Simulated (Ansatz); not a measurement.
Cost and result for the atomization energy of GaH₅SSi (`[SiH3][GaH][SH]`) (8 atoms, 7 bonds).

Total charge 0; spin multiplicity 1. Correlated methods include outer-core shells of Ga, which these sets cover unevenly. Scalar relativity is left out up to krypton. The geometry is a stationary point of PBE0-D4/def2-TZVP. It is one conformer, not always the lowest. Program: Ansatz. All runs use 2 threads of an Intel Xeon Platinum 8259CL on a shared host. Times are those of one run each, without the atoms' runs, and a repeat can differ threefold. Electronic energies, without spin–orbit coupling; frozen cores. CCSD(T)/CBS adds CCSD(T) − MP2 in def2-TZVPP to the MP2 limit, and its time is that of the two runs behind it. T1 = 0.014. With those shells the extrapolation isn't a true limit. B3LYP takes the VWN-RPA correlation (the form of Gaussian; ORCA's B3LYP/G). HSE06 is the plane-wave form, built on full-range PBE exchange.

CCSD(T)/CBS is a level of theory with its own doubt, some kJ/mol a heavy atom from the limit and from the frozen cores, so smaller differences don't rank the functionals.

| level | functions | wall time | atomization (kJ/mol) | difference from CCSD(T)/CBS | per bond |
| --- | --- | --- | --- | --- | --- |
| BLYP-D4/def2-TZVPP | 202 | 2.4 s | 2085.8 | -56.1 | -8.0 |
| revPBE-D4/def2-TZVPP | 202 | 2.5 s | 2074.5 | -67.4 | -9.6 |
| CCSD(T)/def2-SVP | 93 | 3.9 s | 1987.6 | -154.3 | -22.0 |
| BHLYP-D4/def2-TZVPP | 202 | 4.1 s | 2095.2 | -46.7 | -6.7 |
| HSE06-D4/def2-TZVPP | 202 | 4.5 s | 2106.2 | -35.7 | -5.1 |
| CAM-B3LYP-D4/def2-TZVPP | 202 | 4.8 s | 2122.4 | -19.5 | -2.8 |
| r2SCAN-D4/def2-TZVPP (with forces) | 202 | 5.5 s | 2142.2 | 0.3 | 0.0 |
| B3LYP-D4/def2-TZVPP (with forces) | 202 | 6 s | 2114.4 | -27.5 | -3.9 |
| r2SCANh-D4/def2-TZVPP | 202 | 6.5 s | 2134.3 | -7.6 | -1.1 |
| B97M-V/def2-TZVPP | 202 | 9.5 s | 2161.3 | 19.4 | 2.8 |
| MP2/def2-QZVPP | 379 | 25 s | 2102.6 | -39.3 | -5.6 |
| CCSD(T)/def2-TZVPP | 202 | 56 s | 2092.9 | -49.0 | -7.0 |
| CCSD(T)/CBS(def2) | – | 81 s | 2141.9 | 0.0 | 0.0 |

In def2-TZVPP, CCSD(T) changes the Hartree–Fock value by +508.8 kJ/mol (the triples alone add +24.4 kJ/mol) and MP2 by +489.9 kJ/mol; breaking electron pairs costs correlation energy, which Hartree–Fock lacks. At CCSD(T), def2-SVP lies −154.3 kJ/mol from the extrapolated value and def2-TZVPP −49.0 kJ/mol: correlation converges slowly with the basis, and small sets miss more of it in the bonded molecule than in its fragments. From r2SCAN to r2SCAN0 (25 % exact exchange), in def2-TZVPP and without D4, the atomization energy moves by −19.3 kJ/mol: exact exchange takes away binding that semilocal exchange gives to molecules.
